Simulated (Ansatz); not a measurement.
**Worked example: C3H8Si → [C3H7]+ + SiH + e⁻**

Species: C3H8Si `CC(C)[SiH]`, singlet; [C3H7]+ `C[CH+]C`, singlet; SiH, doublet. 

Shapes, held fixed at every level: PBE0-D4/def2-TZVP. Flexible molecules stand in one conformer, not always the lowest. Programs: Ansatz 0.2.0. Electronic energies: no zero-point or thermal term.

At CCSD(T)/CBS estimate; 1 Eh = 27.2114 eV:

```
species  energy (Eh)
 C3H8Si  -407.983281
[C3H7]+  -118.036606
    SiH  -289.561594
```

Question: Work out ΔE of the reaction at this level.

Answer: 
1. Products less reactants: (-118.036606) + (-289.561594) − [(-407.983281)] = 0.385081 Eh = +10.48 eV.

Other levels give +8.38 (HF/def2-TZVPP) to +10.85 eV (SPW92/def2-TZVPP). No measured value is set beside it here. Open shells run unrestricted. The CBS estimate extrapolates MP2 from def2-TZVPP and def2-QZVPP and adds CCSD(T) − MP2 in the triple-zeta set, cores frozen. The onset seen in experiment also holds zero-point changes and kinetic shifts. The median of the other levels is +10.23 eV.
